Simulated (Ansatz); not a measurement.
Ideal-gas functions of F$_{4}$Ti, SMILES `[F][Ti]([F])([F])[F]` at 600 K and 1 bar, from an Ansatz frequency run at PBE0-D4/def2-TZVP.

Molar mass 123.86 g/mol, point group Td (symmetry number 12), electronic degeneracy 1, moments of inertia 153.275, 153.294, 153.315 u Å². Harmonic wavenumbers (cm⁻¹, unscaled): 192, 192, 221, 221, 221, 729, 813, 813, 813.

Use S(trans) = R[1.5 ln M + 2.5 ln T − 1.1517]; rotational temperatures θ = 24.2544 K / I; S(rot) = R[ln(√π/σ · √(T³/θAθBθC)) + 1.5]; for each mode x = 1.438777 ν̃/T, S = R[x/(eˣ − 1) − ln(1 − e⁻ˣ)] and H = RT x/(eˣ − 1); 1 cm⁻¹ = 0.0119627 kJ/mol; R = 8.31446 J/(mol·K).

Q: By hand: the entropy, in J/(mol·K).

A: Translation 183.5. Rotation: θ = 0.1582, 0.1582, 0.1582 K, giving 99.3. Vibration, mode by mode: 14.84, 14.84, 13.69, 13.69, 13.69, 4.65, 3.97, 3.97, 3.97, in all 87.3. Electronic 0.0. Sum 370.1 J/(mol·K).

Q: By hand: H − E and G − E in kJ/mol, counted from the electronic energy.

A: Zero-point energy ½ × 4215 × 0.0119627 = 25.2; thermal vibration 25.9; translation, rotation and pV give 4 RT = 20.0. H − E = 71.1 kJ/mol, and G − E = 71.1 − 600 × 370.1/1000 = -151.0 kJ/mol.

Vibration gives 24 % of the entropy.
